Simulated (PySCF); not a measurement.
## A small calculation by hand: chemical shift, span and skew from a shielding tensor

ClFH4SSi2, SMILES F[SiH2]S[SiH2]Cl. Atoms are numbered in the order given.

```xyz
9

Si    -1.8378     0.0338    -0.1594
F     -2.4674     0.7944     1.1470
S     -0.1138     1.0838    -0.9054
Si     1.3302     0.2504     0.4653
Cl     1.8920    -1.6762    -0.0812
H     -1.4538    -1.3478     0.2713
H     -2.8543     0.0587    -1.2551
H      0.7493     0.1747     1.8443
H      2.5297     1.1411     0.4004
```
Charge 0, spin multiplicity 1.

Geometry optimised at PBE-D3(BJ)/def2-SVP. This is a generated structure with no PubChem entry under its InChIKey; it may be hypothetical. Other conformers were not sampled.

GIAO shieldings from PBE0/pcSseg-1 (PySCF), non-relativistic, no solvent. The symmetric part of the tensor of F2 has the principal values 304.2, 360.8, 409.4 ppm. The same nucleus in CFCl3 has σ = 167.2 ppm at this level (PySCF, at its B3LYP-D3(BJ)/def2-TZVP geometry). Without spin–orbit terms, shifts of atoms bonded to Cl or Br come out too high.

Q: Work out the isotropic shielding, the ¹⁹F shift against CFCl3, the span and the skew.

A: 
σ(iso) = (σ11 + σ22 + σ33)/3 = 358.1 ppm. δ = σ(ref) − σ(iso) = 167.2 − (358.1) = -190.9 ppm.
Span Ω = σ33 − σ11 = 105.2 ppm. Skew κ = 3(σ(iso) − σ22)/Ω = -0.08. Tumbling in solution averages the tensor to δ; in a static solid the shielding alone would spread this spin-1/2 line over Ω.
